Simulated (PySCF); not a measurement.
Harmonic spectrum computed at PBE0 in the def2-TZVP basis family (core potentials from Rb on, PySCF, no spin–orbit coupling):

```
symmetry  ω (cm⁻¹)  IR (km/mol)
      a'       570         45.9
      a'      1025          217
      a'      1820          206
```

Task: Which molecule gave it? In each, all ligands are bound to the one heavy central atom.
A. HTiO (doublet)
B. HCrO (quartet)
C. HMoO (quartet)
D. HRuO (quartet)
E. HZrO (doublet)

Result: C. It has Cs symmetry with Mo–H 1.736 Å, Mo–O 1.664 Å.
